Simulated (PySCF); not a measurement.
# SrZn⁺: energy against distance

Set-up: Sr def2-SVP with ECP28, Zn def2-SVP; scalar-relativistic core potentials (PySCF 2.14). Energies in eV from Sr⁺ + Zn in their ground configurations at the same level. State: ²Σ⁺ (doublet), unpaired electrons σ ↑.

| R (Å) | LC-ωPBE |
| --- | --- |
| 2.942 | -0.2479 |
| 3.079 | -0.3704 |
| 3.216 | -0.4347 |
| 3.318 | -0.4556 |
| 3.421 | -0.4595 |
| 3.524 | -0.4510 |
| 3.660 | -0.4270 |
| 3.832 | -0.3854 |
| 4.037 | -0.3300 |
| 4.311 | -0.2600 |

Question: Put a parabola through the three lowest points of the LC-ωPBE curve and estimate Re, k and ωe (reduced mass 37.01 u; 1 eV/Å² = 0.16022 mdyn/Å; ωe = 1302.8·√(k/μ) cm⁻¹).

Answer: Through R = 3.318, 3.421, 3.524 Å the second-order coefficient is 0.584 eV/Å², so Re ≈ 3.402 Å, k ≈ 0.187 mdyn/Å and ωe ≈ 93 cm⁻¹. A polynomial fit of higher order to the unrounded LC-ωPBE energies gives Re = 3.397 Å, k = 0.201 mdyn/Å, ωe = 96.0 cm⁻¹; anharmonicity and rounding make the difference.

The higher-order fit for each curve: LC-ωPBE: Re = 3.397 Å, ωe = 96.0 cm⁻¹, De = 0.460 eV.

Spin–orbit coupling is left out. For an ion De counts to the pair picked by the measured ionisation energies or electron affinities, which need not be the lowest pair at this level. The state is the lowest determinant that a PBE0 search found; another state may lie lower at other levels.
